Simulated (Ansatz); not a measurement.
`CB(Cl)I` at its PBE0-D4/def2-TZVP geometry, where that method's forces vanish. Charge 0, multiplicity 1. I: def2 effective core potential.

```xyz
7

C    -0.3268   -0.2653    0.6625
B     0.2951    0.3818   -0.6025
Cl    0.4106    2.1084   -0.8034
I     1.0493   -0.8585   -2.1701
H    -0.6905    0.4690    1.3822
H    -1.1507   -0.9280    0.3791
H     0.4129   -0.9074    1.1521
```

(1) What forces (eV/Å) does B3LYP-D4/def2-TZVPP give on these atoms in Ansatz 0.2.0? (Estimate.)

Answers

(1) Computed: 
```
C1  -0.031 -0.043  0.064
B2  -0.052 -0.035  0.106
Cl3  0.005  0.216 -0.006
I4   0.083 -0.148 -0.173
H5   0.012 -0.050 -0.024
H6   0.029  0.031  0.035
H7  -0.045  0.030 -0.002
```

B3LYP here is the variant with VWN-RPA as its local correlation; programs differ in this.
